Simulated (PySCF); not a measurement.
# EPR parameters of C6H11S

C6H11S (doublet state).
Structure used (GFN2-xTB), in Å, numbered top down from 1:
```
atom  x, y, z in Å
C1    -1.0161    0.8012   -2.1888
C2    -0.5176   -0.1524   -1.4727
C3    -0.3648   -0.6693   -0.1209
C4     1.1207   -0.8097    0.2588
C5     1.9017    0.4940    0.1494
C6    -1.1431    0.2263    0.8668
S7    -1.1063   -0.3910    2.5825
H8    -0.9005    0.8262   -3.2633
H9    -1.5834    1.6444   -1.7873
H10   -0.8169   -1.6710   -0.0832
H11    1.5691   -1.5517   -0.4048
H12    1.1854   -1.1900    1.2804
H13    2.9589    0.3074    0.3219
H14    1.5647    1.2167    0.8881
H15    1.7827    0.9272   -0.8414
H16   -2.1861    0.3064    0.5618
H17   -0.7070    1.2220    0.9097
H18   -1.7502   -1.5302    2.3316
```

The hyperfine couplings belong to this conformer and change with its torsions.

As a line formula: `C=[C][C@@H](CC)CS` [radical].

The calculation used UKS B3LYP, pcH-1 on C H S, non-relativistic, mean-field spin-orbit, GIAO (PySCF 2.14.0). Geometry: GFN2-xTB, one conformer, isolated molecule. A GFN2-xTB geometry isn't a minimum of the functional, and hyperfine couplings can be far from their values at a DFT geometry. No stability test was run, so a lower SCF solution isn't excluded.

* g1, g2, g3: 2.00164, 2.00220, 2.00322
* g_iso: 2.00236
* Form of g: rhombic: the two nearest values differ by 35 % of g3 − g1
* ⟨S²⟩: 0.7582 (exact 0.7500)
* α and β electrons: 32, 31
* Total energy: -633.38312 Eh
* Basis functions: 295

Isotropic coupling and dipolar principal values T1 to T3, in MHz; ρ(0) is the spin density at the nucleus:

```csv
atom,isotope,a_iso,of which spin–orbit,T1,T2,T3,Mulliken spin population,ρ(0) (bohr⁻³)
C1,13C,-10.3,0.0,-16.8,1.9,15.0,-0.16,-0.0092
C2,13C,251.0,-0.1,-80.8,-61.5,142.4,0.98,0.2234
C3,13C,7.6,0.0,-4.5,-4.2,8.6,-0.05,0.0067
C4,13C,11.1,0.0,-1.8,-1.5,3.3,0.01,0.0099
C5,13C,0.2,0.0,-0.7,-0.5,1.2,0.00,0.0001
C6,13C,72.6,0.0,-5.6,-5.4,11.0,0.05,0.0646
S7,33S,0.8,0.0,-4.1,-3.1,7.2,0.03,0.0024
H8,1H,123.8,0.0,-6.3,-5.1,11.4,0.05,0.0277
H9,1H,181.7,0.0,-4.4,-1.9,6.3,0.09,0.0406
H10,1H,26.8,0.0,-6.7,-5.1,11.8,0.01,0.0060
H11,1H,-1.6,0.0,-4.3,-3.0,7.3,0.00,-0.0003
H12,1H,-0.1,0.0,-2.1,-1.5,3.6,0.00,0.0000
H13,1H,0.1,0.0,-1.2,-1.1,2.3,0.00,0.0000
H14,1H,0.3,0.0,-1.6,-1.4,3.0,0.00,0.0001
H15,1H,0.1,0.0,-3.7,-3.2,6.9,0.00,0.0000
H16,1H,-3.9,0.0,-4.4,-1.8,6.3,0.00,-0.0009
H17,1H,-4.0,0.0,-4.2,-1.9,6.1,0.00,-0.0009
H18,1H,-0.3,0.0,-1.8,-0.4,2.1,0.00,-0.0001
```

The Mulliken spin populations are largest on C2 (+0.98), C1 (-0.16) and H9 (+0.09). No atom but C2 exceeds +0.15. The positive populations add up to 1.22 and the negative ones to -0.22, together 2S = 1.

Axes: g1 points within 13° of the C2–C3 bond and g2 points within 12° of the C1–H9 bond.

Under fast tumbling the dipolar parts average out, and these isotropic splittings remain: 1 × 1H (H9, I = 1/2, 2 lines) with 6.48 mT, 1 × 1H (H8, I = 1/2, 2 lines) with 4.42 mT, 1 × 1H (H10, I = 1/2, 2 lines) with 0.96 mT, 1 × 1H (H17, I = 1/2, 2 lines) with 0.14 mT, 1 × 1H (H16, I = 1/2, 2 lines) with 0.14 mT and 1 × 1H (H11, I = 1/2, 2 lines) with 0.06 mT.

The 13C coupling of C2 (251.0 MHz) shows only in satellite lines or after enrichment, since that isotope makes up about 1.07 % of natural carbon.

Time: 2.5 min (with the writing of density and orbital grids); peak memory 1.1 GiB. Hardware: one thread, Arm Neoverse N1 (aarch64), on a shared host.
